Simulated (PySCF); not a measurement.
## Relaxation of doublet InBr₂

Computed with UPBE0 in PySCF with In def2-TZVP with ECP28, Br def2-TZVP; scalar-relativistic core potentials, no spin–orbit coupling; density-fitted integrals. A (50,194) grid was used.

A hand-made bent start, of C2v symmetry, held to at least that symmetry:

```xyz
3
charge 0 multiplicity 2, angstrom
In    0.0000    0.0000   -0.8498
Br    2.0970    0.0000    0.6186
Br   -2.0970    0.0000    0.6186
```

Q: What forces act on the atoms at the start (eV/Å)?

A: 
```
atom     Fx    Fy     Fz
 In1   0.00  0.00   0.75
 Br2  -0.31  0.00  -0.37
 Br3   0.31  0.00  -0.37
```

Q: What does it relax to?

A: It ends at C2v with In–Br 2.505 Å (×2); Br–In–Br 121.4° (after a last refinement on a finer grid). A frequency run shows a minimum. Other isomers or separated fragments may lie lower.

Q: How much energy is released, and in how many steps?

A: 6.2 kJ/mol in 5 steps.

No spin–orbit coupling is included, which matters more the heavier the element.

The relaxation took 29 s on 4 threads of a shared Arm Neoverse V2 host, with 146 basis functions and 6 gradients; the process peaked at 0.79 GiB.
